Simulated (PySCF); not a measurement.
**Vibration and rotation of SiSn⁺**

UHF-CCSD(T) constants of SiSn⁺, ⁴Σ⁻ (quartet), unpaired electrons σ ↑, π ↑↑ (PySCF, scalar-relativistic core potentials, basis sets Si def2-SVPD, Sn def2-SVPD with ECP28; masses 27.9769 and 119.9022 u):

| Property | Result |
| --- | --- |
| ωe | 304.1 cm⁻¹ |
| ωexe | 1.34 cm⁻¹ |
| Be | 0.11214 cm⁻¹ |
| αe | 0.000603 cm⁻¹ |
| D (centrifugal) | 6.1e-08 cm⁻¹ |
| De to Si + Sn⁺ | 2.36 eV |

**Question.** Give the vibrational terms G(v) and spacings up to v = 6.

**Answer.** G(v) = ωe(v+½) − ωexe(v+½)².

| v | G(v) (cm⁻¹) | G(v) − G(v−1) | Bv (cm⁻¹) |
| --- | --- | --- | --- |
| 0 | 151.7 |  | 0.1118 |
| 1 | 453.1 | 301.4 | 0.1112 |
| 2 | 751.9 | 298.7 | 0.1106 |
| 3 | 1047.9 | 296.1 | 0.1100 |
| 4 | 1341.3 | 293.4 | 0.1094 |
| 5 | 1632.0 | 290.7 | 0.1088 |
| 6 | 1920.0 | 288.0 | 0.1082 |

**Question.** How well does the Morse estimate ωe²/(4ωexe) reproduce De, and what is D0?

**Answer.** It gives 2.14 eV, 91 % of the computed De. D0 = De − G(0) = 2.36 − 0.02 = 2.34 eV.

Correlated steps freeze 9 core orbitals. Correlated levels converge slowly with the basis: in double zeta they bind strong bonds too weakly, by up to about 1 eV, and carry superposition errors of some tenths. These are scalar-relativistic numbers at best; spin–orbit coupling would shift them, the dissociation energy most. For an ion De counts to the pair picked by the measured ionisation energies or electron affinities, which need not be the lowest pair at this level. The state was picked by a PBE0 search and need not be the measured ground state.
